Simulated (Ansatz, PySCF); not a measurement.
Species: C3H, net charge 1, singlet state. It need not be the lowest isomer of its formula. 
Coordinates optimised at B3LYP-D3(BJ)/def2-TZVP (Ansatz, an electronic-structure program):
```xyz
4

H      0.0000     0.0000    -2.2223
C      0.0000     0.0000    -1.1414
C      0.0000     0.0000     0.0871
C      0.0000     0.0000     1.4247
```
Charge +1, spin multiplicity 1.

Total electronic energies in hartree. Correlated levels leave the core frozen unless marked. Spin-orbit coupling is left out. Non-relativistic. CBS marks a two-point X^-3 extrapolation of the correlation energy; Hartree-Fock from the larger set.

The Hartree-Fock reference is unstable (checked in the largest basis), which strains HF and MP2. 

```json
[
 {"level": "PBE0/def2-TZVPD", "program": "Ansatz", "energy (Eh)": "-114.22535"},
 {"level": "TPSSh-D3(BJ)/def2-TZVPD", "program": "PySCF + dftd3", "energy (Eh)": "-114.39060"},
 {"level": "r2SCANh-D4/def2-TZVPD", "program": "Ansatz + dftd4", "energy (Eh)": "-114.29333"},
 {"level": "B2GP-PLYP-D3(BJ)/def2-TZVPD", "program": "Ansatz + dftd3", "energy (Eh)": "-114.25864"},
 {"level": "MP2/aug-cc-pVTZ", "program": "Ansatz", "energy (Eh)": "-114.08893"},
 {"level": "RI-MP2/aug-cc-pVQZ", "program": "Ansatz", "energy (Eh)": "-114.11669"},
 {"level": "CCSD/CBS(cc-pVTZ,cc-pVQZ)", "program": "Ansatz", "energy (Eh)": "-114.1377"},
 {"level": "CCSDT/cc-pVDZ", "program": "Ansatz", "energy (Eh)": "-114.03687"},
 {"level": "CCSD(T)/CBS(cc-pVTZ,cc-pVQZ)", "program": "Ansatz", "energy (Eh)": "-114.1706"}
]
```

Totals of different functionals don't rank their quality; only differences between species are comparable.
